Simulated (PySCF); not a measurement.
**Ionisation energy along the 5-electron series**

Calculated with PySCF 2.14 and a two-component X2C-1e Hamiltonian (Gaussian nucleus, no Breit or QED terms), each ion in its own even-tempered basis scaled to its charge; GMP2 freezes nothing and drops the highest virtual spinors. Values in eV. NIST values: (m) measured, (s) semi-empirical, (t) theoretical.

```csv
ion,configuration,GHF (spin-free),GMP2 (spin-free),GHF (screened spin-orbit),GMP2 (screened spin-orbit),NIST
Al⁸⁺,[He] 2s2 2p1,330.32,330.38,330.73,330.80,330.21 (s)
P¹⁰⁺,[He] 2s2 2p1,479.40,479.37,480.24,480.22,479.44 ± 0.05 (s)
```

Problem. Fill in the row of Si⁹⁺.

Solution. configuration: [He] 2s2 2p1; GHF (spin-free): 401.43; GMP2 (spin-free): 401.45; GHF (screened spin-orbit): 402.03; GMP2 (screened spin-orbit): 402.06; NIST: 401.38 (s).
